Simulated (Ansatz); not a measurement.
GaNH₄⁺, that is GaH2(NH2) with one electron fewer. The state is a doublet with charge 1. Geometry r2SCAN-D4/def2-TZVP, that of the neutral singlet; atoms count from 1.

Cartesian coordinates in Å:
```
Ga -0.692 -0.288 0.431
H -1.203 -1.705 0.051
H -1.286 0.670 1.501
N 0.759 0.315 -0.473
H 1.188 1.213 -0.319
H 1.235 -0.207 -1.191
```

Question: Estimate the Mulliken populations from the PBE0/def2-TZVP orbitals of Ansatz.

Answer: 
```json
{"atom": "Ga1", "charge (e)": "0.39", "spin (α − β)": "0.01"}
{"atom": "H2", "charge (e)": "0.04", "spin (α − β)": "0.00"}
{"atom": "H3", "charge (e)": "0.04", "spin (α − β)": "0.00"}
{"atom": "N4", "charge (e)": "-0.14", "spin (α − β)": "1.05"}
{"atom": "H5", "charge (e)": "0.34", "spin (α − β)": "-0.03"}
{"atom": "H6", "charge (e)": "0.34", "spin (α − β)": "-0.03"}
```
Mulliken values depend strongly on the basis.

Question: Where does the spin sit?

Answer: Summed by element: Ga 0.01, H -0.07, N 1.05, of 1 unpaired in all. Largest on single atoms: N4 1.05, H5 -0.03, H6 -0.03.

Question: And the Mayer bond orders between heavy atoms (over 0.3)?

Answer: Ga1–N4 0.76 (1.81 Å).
